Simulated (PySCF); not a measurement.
A structure optimised at PBE-D3(BJ)/def2-SVP, used in a PySCF frequency run:

```
O
Si 1 1.6626
Zn 1 1.7850 2 134.93
H 2 1.5050 1 109.09 3 -179.84
H 2 1.5123 4 108.06 1 -122.31
H 2 1.5125 4 108.02 5 -115.49
Se 3 2.2794 2 162.25 4 -177.96
H 7 1.4878 3 89.98 2 -85.05
```

Write its SMILES and formula.

[SiH3][O][Zn][SeH], H4OSeSiZn

What are its rotational constants (standard atomic weights)?

24.361, 0.66219, 0.65325 GHz
